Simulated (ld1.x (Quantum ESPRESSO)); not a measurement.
**Pb: one change to an ultrasoft potential, before and after**

lead (Pb), ultrasoft, made with ld1.x (Quantum ESPRESSO) 7.5 (PBE, scalar-relativistic). Core [Xe] 4f14, reference 5d10 6s2 6p1.5 (charge +0.5). Waves: 6s (bound): rcut 1.45, rcutus 1.90 bohr; 6s channel at 1.2 Ry: rcut 1.45, rcutus 1.90 bohr; 6p (bound): rcut 1.60, rcutus 2.15 bohr; 6p channel at 1.85 Ry: rcut 1.60, rcutus 2.15 bohr; 5d (bound): rcut 0.90, rcutus 1.20 bohr; 5d channel at -1.15 Ry: rcut 0.90, rcutus 1.20 bohr. Local part: all-electron potential smoothed inside 1.95 bohr (lloc = -1). Core correction: a·sin(br)/r model core inside 0.70 bohr. Augmentation charge: built from norm-conserving waves at rcut, not smoothed further.

Change: all radii but the core radius scaled by about 1.28 (s 2.44, p 2.76, d 1.54 bohr, rcut 1.86/2.06/1.16); local potential all-electron potential smoothed inside 2.52 bohr (lloc = -1).

Cutoffs: the cutoffs (Ry, on a coarse ladder) from which the occupation-weighted sum of valence levels, in a spherical-Bessel basis at the reference potential, stays within 10 and 1 mRy of its value at 400 Ry; they do not see the model core or the augmentation charge, which bear on the density cutoff. Errors are all-electron minus pseudo energies relative to the spin-unpolarised reference configuration.

Problem. How do hardness, ghosts and transferability respond?

Solution. The potential gets softer (80 Ry and 140 Ry → 50 Ry and 100 Ry); the number of tests with a reliable result goes from 7 to 6 (the test run of the changed file stopped, so its transferability is not established); of the 6 tests that both files solve, the error grows in 1 and shrinks in 0 by more than 15 % and 0.3 meV (median size 4.5 → 4.9 meV); neither file shows a bound ghost. A larger radius leaves more room for a smooth pseudo-wave, so fewer plane waves are needed.

| quantity | base | changed |
| --- | --- | --- |
| cutoff, loose | 80 Ry | 50 Ry |
| cutoff, tight | 140 Ry | 100 Ry |
| loose cutoff by channel (10 mRy a level) | s 8 Ry, p 6 Ry, d 60 Ry | s 6 Ry, p 6 Ry, d 40 Ry |
| bound ghosts | none | none |
| tests with a reliable result | 7 of 7 | 6 of 7 (the test run stopped) |
| error for 5d10 6s2 6p2, meV [ΔE -2.49 eV] | +0.9 | +1.0 |
| error for 5d10 6s2 6p1, meV [ΔE 4.08 eV] | -2.3 | -2.2 |
| error for 5d10 6s2 6p0, meV [ΔE 17.53 eV] | -15 | -13 |
| error for 5d10 6s1 6p2, meV [ΔE 13.61 eV] | -6.7 | -7.5 |
| error for 5d9 6s2 6p2, meV [ΔE 24.67 eV] | -62 | -121 |
| error for 5d10 6s2 6p2.3, meV [ΔE -3.29 eV] | +1.2 | +1.3 |
| lowest overlap eigenvalue by channel | s 0.62, p 0.70, d 0.83 | s 0.39, p 0.50, d 0.98 |
